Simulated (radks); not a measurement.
Initial-state core-level shifts of the neodymium ion Nd3+ when its valence configuration changes from [Xe] 4f3. Method: Dirac Kohn-Sham, BLYP, spin-unpolarised, spherical densities, finite nucleus; open shells fill j = l - 1/2 first; Fermi nuclear charge, rms radius 4.9123 fm; computed with a radial shooting solver on a logarithmic mesh with Libxc functionals. Shifts are changes of the shell-averaged eigenvalues in eV (positive: less bound); the change of the density at the nucleus, which sets a Mossbauer isomer shift, is in e/bohr^3, on a base of 4.538e+05.

\begin{tabular}{lrrrrr}
valence & 2s & 2p & 3s & 4p & density at nucleus \\ \hline
4f2.5 5d0.5 & -4.085 & -4.024 & -4.690 & -4.165 & +13.50 \\
4f1 6s2 & -25.032 & -24.739 & -27.599 & -24.617 & +175.24 \\
4f2 6p1 & -12.634 & -12.498 & -13.822 & -12.584 & +36.04 \\
4f1 6s1 6p1 & -25.870 & -25.573 & -28.446 & -25.455 & +127.44 \\
4f2 6s1 & -11.773 & -11.639 & -12.955 & -11.722 & +79.26 \\
6s2 6p1 & -40.362 & -39.880 & -44.491 & -39.208 & +235.40 \\
4f1 6p2 & -26.697 & -26.396 & -29.281 & -26.282 & +78.42 \\
4f2 5d1 & -8.432 & -8.304 & -9.700 & -8.545 & +28.10 \\
\end{tabular}
